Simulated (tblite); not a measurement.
Species: C₅H₂NOSe (charge -1).
SMILES with atom numbers: `[N:1]#[C:2][c:3]1[cH:4][cH:5][c:6]([O-:7])[se:8]1` (hydrogens: H9 on C4; H10 on C5)
Bond orders are those of one Lewis drawing.

Computed with GFN2-xTB (tblite), gas phase: L-BFGS steps from a force-field or distance-geometry start until the largest atomic force falls under 0.01 eV/Å.

Step 0: E = -599.5490 eV
```
atom  x, y, z in Å  |  force x, y, z in eV/Å
N1      3.6735    0.2294    0.0734   -3.940   0.038  -0.275
C2      2.4842    0.2576   -0.0081    1.018   0.283   0.045
C3      1.0449    0.3006   -0.0828    1.712   1.457  -0.594
C4      0.1489   -0.6533    0.2783    4.313  -2.820   1.446
C5     -1.1538   -0.5135    0.1714   -4.830  -1.358   0.323
C6     -1.7247    0.6184   -0.3485   -5.767   1.941  -1.045
O7     -3.0635    0.9102   -0.5340    7.081  -1.095   0.784
Se8    -0.1200    1.8212   -0.7821    0.112  -0.774   0.315
H9      0.5930   -1.6253    0.7195   -0.674   1.279  -0.604
H10    -1.8736   -1.3407    0.4904    0.976   1.049  -0.394
```

Question: Estimate the geometry and energy of step 1. (The exact step hangs on the optimiser's Hessian estimate; all steps are aligned on step 0, rigid shifts and turns removed.)

Answer: E = -600.3824 eV, largest force 6.823 eV/Å
```
atom  x, y, z in Å  |  force x, y, z in eV/Å
N1      3.6172    0.2299    0.0695    4.574  -0.241   0.331
C2      2.4987    0.2617   -0.0075   -6.761   0.701  -0.594
C3      1.0693    0.3214   -0.0913    0.021  -0.137   0.018
C4      0.2105   -0.6936    0.2990   -1.691   1.084  -0.473
C5     -1.2228   -0.5329    0.1760    2.101   0.997  -0.396
C6     -1.8071    0.6462   -0.3635    2.560  -2.403   1.188
O7     -2.9623    0.8946   -0.5228   -1.045   1.201  -0.569
Se8    -0.1184    1.8101   -0.7776    0.438  -0.470   0.204
H9      0.5834   -1.6071    0.7109    0.210  -0.362   0.151
H10    -1.8596   -1.3257    0.4847   -0.408  -0.369   0.140
```

The energy changes by -0.8334 eV. The first-order estimate −F·Δx gives -2.4504 eV and the mean of the old and new forces, exact on a quadratic surface, -0.6641 eV. The step makes an angle of 0° with the force vector and moves no atom by more than 0.103 Å.

What follows is the cost of the whole relaxation. Hardware: one thread, Arm Neoverse V1 (aarch64), on a shared host. Cost: 0.17 s of wall time.
